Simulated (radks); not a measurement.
The numbers below are computed, except where a source is named.
Charge is removed step by step from the 3s1/2 level of the tin ion Sn13+, starting from [Kr] 4d1. Code: a radial shooting solver on a logarithmic mesh with Libxc functionals. Model: Dirac Kohn-Sham, PBE, spin-unpolarised, spherical densities, point nucleus; open shells are shared between the two j in proportion to 2j + 1.

removed (e),E - E(0) (eV),eigenvalue (eV),E minus straight line (eV)
0,0.000,-1128.6,0.000
0.1,113.14,-1134.3,-2.584
0.2,226.86,-1140.0,-4.596
0.3,341.15,-1145.8,-6.036
0.4,456.01,-1151.5,-6.902
0.5,571.45,-1157.2,-7.193
0.6,687.46,-1163.0,-6.909
0.7,804.05,-1168.8,-6.049
0.8,921.22,-1174.6,-4.611
0.9,1039.0,-1180.3,-2.595
1,1157.3,-1186.1,0.000

Removing the whole electron costs 1157.3 eV by Delta-SCF, against 1128.6 eV from minus the eigenvalue at the starting occupation. Slater's transition state (half an electron removed) gives 1157.2 eV. Integrating minus the eigenvalue over the occupation (Janak's theorem) gives 1157.3 eV. The mean slope of the eigenvalue, de/dn, is 57.5 eV per electron.
